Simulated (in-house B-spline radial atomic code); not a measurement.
Successive ionisation energies of indium; each step leads to the configuration of the next row (after the last: [He] 2s2 2p1). NIST's values go from ground level to ground level; the uncertainty of those that are theory runs from under 0.1 % in few-electron ions to several per cent in heavy many-electron ones. Computed with a B-spline radial code for spherical atoms: non-relativistic Hartree-Fock, average of the configuration, point nuclei.

This level leaves out relativity, spin-orbit splitting included, which matters for heavy ions.

| ion | configuration | ionisation energy (eV) | tabulated value (eV) | computed minus tabulated (eV) | highest orbital | largest mean radius (bohr) |
| --- | --- | --- | --- | --- | --- | --- |
| In37+ | [Ne] 3s2 | 2473.0 | 2555 | -82 | 3s | 0.31585 |
| In38+ | [Ne] 3s1 | ? | ? | ? | ? | ? |
| In39+ | [He] 2s2 2p6 | 6103.6 | 6126 | -22 | 2p | 0.13127 |
| In40+ | [He] 2s2 2p5 | 6312.0 | 6331 | -19 | 2p | 0.13043 |
| In41+ | [He] 2s2 2p4 | 6523.2 | 6554 | -31 | 2p | 0.1296 |
| In42+ | [He] 2s2 2p3 | ? | ? | ? | ? | ? |
| In43+ | [He] 2s2 2p2 | 6954.0 | 7196 | -242 | 2p | 0.12797 |

**Question.** Fill in the row of In38+.

**Answer.** ionisation energy (eV): 2550.4; tabulated value (eV): 2628.77; computed minus tabulated (eV): -78; highest orbital: 3s; largest mean radius (bohr): 0.3138.

**Question.** Fill in the row of In42+.

**Answer.** ionisation energy (eV): 6737.2; tabulated value (eV): 6770; computed minus tabulated (eV): -33; highest orbital: 2p; largest mean radius (bohr): 0.12878.

**Question.** Where is the largest jump?

**Answer.** From In38+ to In39+, by a factor of 2.39 (2550.4 to 6103.6 eV); the highest orbital goes from 3s to 2p.

**Question.** How far is this level of theory from the measured and semi-empirical values?

**Answer.** Over those 7 rows the differences run from -242 to -19 eV (mean absolute value 73 eV). The calculation leaves out relativity, correlation and, in open shells, the multiplet splittings that an average leaves out.
